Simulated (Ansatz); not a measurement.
Sn(CF3)4 (SnC₄F₁₂). The state is a singlet with charge 0. Geometry r2SCAN-D4/def2-SVP; atoms count from 1.

```xyz
17

Sn    0.000    0.000    0.001
C    -1.848    0.130   -1.197
F    -2.055    1.386   -1.625
F    -2.918   -0.240   -0.475
F    -1.782   -0.667   -2.274
C     0.455   -2.116    0.431
F    -0.610   -2.741    0.956
F     1.468   -2.223    1.305
F     0.806   -2.769   -0.688
C    -0.279    1.095    1.896
F    -0.730    2.339    1.671
F     0.877    1.191    2.572
F    -1.167    0.472    2.686
C     1.672    0.891   -1.129
F     1.753    0.366   -2.362
F     2.843    0.671   -0.511
F     1.516    2.218   -1.256
```

In the def2 sets Sn takes a core potential; there is no spin–orbit coupling.

(1) Estimate the Mulliken populations from the PBE0/def2-TZVP orbitals of Ansatz.

(2) And the Mayer bond orders between heavy atoms (over 0.3)?

## Answers

(1) 
| atom | charge (e) |
| --- | --- |
| Sn1 | 0.37 |
| C2 | 0.34 |
| F3 | -0.14 |
| F4 | -0.14 |
| F5 | -0.14 |
| C6 | 0.34 |
| F7 | -0.14 |
| F8 | -0.14 |
| F9 | -0.14 |
| C10 | 0.34 |
| F11 | -0.14 |
| F12 | -0.14 |
| F13 | -0.14 |
| C14 | 0.34 |
| F15 | -0.14 |
| F16 | -0.14 |
| F17 | -0.14 |
Mulliken values depend strongly on the basis.

(2) Sn1–C2 0.88 (2.21 Å); Sn1–C6 0.88 (2.21 Å); Sn1–C10 0.88 (2.21 Å); Sn1–C14 0.88 (2.21 Å); C2–F3 1.10 (1.34 Å); C2–F4 1.10 (1.34 Å); C2–F5 1.10 (1.34 Å); C6–F7 1.10 (1.34 Å); C6–F8 1.10 (1.34 Å); C6–F9 1.10 (1.34 Å); C10–F11 1.10 (1.34 Å); C10–F12 1.10 (1.34 Å); C10–F13 1.10 (1.34 Å); C14–F15 1.10 (1.34 Å); C14–F16 1.10 (1.34 Å); C14–F17 1.10 (1.34 Å).
